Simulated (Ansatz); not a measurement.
A CCSD(T) single point on F₃GaH₄OSi, SMILES `[F][Ga-]([F])([F])[OH+][SiH3]`.

```yaml
crystal:
  periodic: [false, false, false]
  atoms:
    - {symbol: F, position_ang: [-1.862792, -2.116008, 0.711917]}
    - {symbol: Ga, position_ang: [-0.399143, -1.665593, -0.117582]}
    - {symbol: F, position_ang: [1.052794, -1.501885, 0.860469]}
    - {symbol: F, position_ang: [-0.246401, -2.135451, -1.796365]}
    - {symbol: O, position_ang: [-0.517173, 0.318747, -0.422072]}
    - {symbol: Si, position_ang: [0.533391, 1.409429, 0.379995]}
    - {symbol: H, position_ang: [-0.781023, 0.539019, -1.321555]}
    - {symbol: H, position_ang: [1.921451, 1.179616, -0.063017]}
    - {symbol: H, position_ang: [0.320906, 1.172906, 1.816473]}
    - {symbol: H, position_ang: [0.061092, 2.748021, -0.045262]}
basis:
  gaussian: {orbitals: def2-SVP}
correlation: {method: ccsd_t}
```

```sh
$ ansatz run in.yaml --threads 4 --pin off --events-out ev --progress --plain --max-ram 11315MiB
```

Output of Ansatz, abridged:

```
Functional definition: HF
1197 factors; integrals over basis functions are off by at most 1.1e-3 eV
mean field evaluation 1: about -70397.8389 eV, gradient 5.1e1 eV
mean field evaluation 2: about -70397.8822 eV, gradient 5.1e1 eV
mean field evaluation 4: about -70402.5646 eV, gradient 3.0e0 eV
mean field evaluation 8: about -70402.5976 eV, gradient 1.7e-4 eV
mean field -70402.59763540 eV, -2587.2477425063 hartree, gradient 8.3e-7 eV, S^2 0.000000; 0 other end points of the search recorded, 0 dependent functions left out
18 core orbitals not correlated: weight in the atoms' cores, before any rotation towards them, 1.000 or more for the frozen orbitals, at most 0.000 for the correlated occupied ones
reference -70402.59763540 eV, -2587.2477425063 hartree; 24, 24 occupied and 84, 84 virtual orbitals, 1197 factors
second order -28.94661338 eV of doubles, -0.00000000 eV of singles
cycle   1  -28.55558243 eV  change    3.9e-1 eV  update   1.3e-1
cycle   2  -29.28295685 eV  change   -7.3e-1 eV  update   3.7e-2
cycle   3  -29.45477211 eV  change   -1.7e-1 eV  update   1.9e-2
cycle   4  -29.44272641 eV  change    1.2e-2 eV  update   3.7e-3
cycle   5  -29.43846358 eV  change    4.3e-3 eV  update   1.6e-3
cycle   6  -29.43898103 eV  change   -5.2e-4 eV  update   4.0e-4
cycle   7  -29.43889665 eV  change    8.4e-5 eV  update   1.5e-4
cycle   8  -29.43878461 eV  change    1.1e-4 eV  update   4.6e-5
cycle   9  -29.43877512 eV  change    9.5e-6 eV  update   1.7e-5
perturbative correction -0.55986911 eV, -0.0205748104 hartree
Total energy: -70432.59627964 eV, -2588.3501723482 hartree
```

Run time 17 s (4 threads of an Arm Neoverse V2 on a shared host); peak host memory 0.8 GiB.

MP2 recovers 96.5 % of the CCSD(T) correlation energy and the triples give 1.9 %; T1 = 0.0127.
